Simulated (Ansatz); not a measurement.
`CO[SiH2][SiH3]` + `F[SiH](F)S` → `CO[SiH2]S[SiH](F)F` + SiH₄  (cleavage of the Si–Si bond)

Calculated with Ansatz (gas phase, PBE0-D4/def2-TZVP geometries, no zero-point term in ΔE). CBS: MP2 limit from def2 TZ/QZ plus the TZ coupled-cluster correction, frozen cores. This one scheme is used for every species. DFT in def2-TZVPP. One conformer a species, not always the lowest.

`CO[SiH2][SiH3]`:

Cartesian coordinates in Å:
```
C 0.252 -1.950 1.175
O -0.212 -0.995 0.249
Si 0.408 0.529 0.172
Si -0.736 1.648 -1.532
H -0.312 -2.873 1.028
H 0.103 -1.611 2.207
H 1.317 -2.165 1.029
H 0.243 1.226 1.483
H 1.876 0.482 -0.103
H -0.210 3.037 -1.641
H -2.191 1.712 -1.233
H -0.539 0.961 -2.836
```

`F[SiH](F)S`:

Cartesian coordinates in Å:
```
F -0.893 -0.021 1.447
Si -0.498 -0.017 -0.088
F -0.595 1.499 -0.539
S 1.440 -0.782 -0.382
H -1.462 -0.824 -0.850
H 2.009 0.144 0.411
```

`CO[SiH2]S[SiH](F)F`:

```xyz
13

C     1.911    0.376    0.151
O     0.766   -0.251    0.693
Si   -0.517    0.522    1.352
S    -2.281   -0.448    0.626
Si   -1.478   -0.967   -1.253
F    -0.759    0.277   -1.932
F    -2.709   -1.351   -2.174
H     1.670    1.353   -0.280
H     2.310   -0.264   -0.637
H     2.676    0.505    0.922
H    -0.563    0.394    2.828
H    -0.483    1.951    0.953
H    -0.542   -2.098   -1.250
```

SiH₄:

```xyz
5

Si    0.000    0.000    0.000
H     1.286   -0.707   -0.225
H    -0.572   -0.417    1.305
H    -0.950   -0.342   -1.089
H     0.236    1.466    0.009
```

```json
{"level": "PBE0-D4", "ΔE (kJ/mol)": "-74.0", "difference from CCSD(T)/CBS": "7.0"}
{"level": "B2PLYP", "ΔE (kJ/mol)": "-77.0", "difference from CCSD(T)/CBS": "4.0"}
{"level": "PBE", "ΔE (kJ/mol)": "-62.6", "difference from CCSD(T)/CBS": "18.4"}
{"level": "PBE0", "ΔE (kJ/mol)": "-67.7", "difference from CCSD(T)/CBS": "13.3"}
{"level": "HF/def2-TZVPP", "ΔE (kJ/mol)": "-78.8", "difference from CCSD(T)/CBS": "2.2"}
{"level": "MP2/def2-TZVPP", "ΔE (kJ/mol)": "-89.6", "difference from CCSD(T)/CBS": "-8.6"}
{"level": "SCS-MP2/def2-TZVPP", "ΔE (kJ/mol)": "-85.9", "difference from CCSD(T)/CBS": "-4.9"}
{"level": "HF/def2-QZVPP", "ΔE (kJ/mol)": "-78.7", "difference from CCSD(T)/CBS": "2.3"}
{"level": "SCS-MP2/def2-QZVPP", "ΔE (kJ/mol)": "-87.0", "difference from CCSD(T)/CBS": "-6.0"}
{"level": "CCSD/CBS(def2)", "ΔE (kJ/mol)": "-79.3", "difference from CCSD(T)/CBS": "1.7"}
{"level": "CCSD(T)/CBS", "ΔE (kJ/mol)": "-81.0", "difference from CCSD(T)/CBS": "0"}
```

Largest T1 diagnostic among the species: 0.012.

From PBE to PBE0 (25 % exact exchange), in def2-TZVPP and without D4, ΔE moves by −5.1 kJ/mol. The D4 term adds −11.2 kJ/mol with B3LYP and −6.3 kJ/mol with PBE0; it sums over pairs of atoms, weighted by their polarisabilities, and B3LYP, whose exchange is more repulsive, gets the larger term.

B3LYP here is the variant with VWN-RPA as its local correlation; programs differ in this.
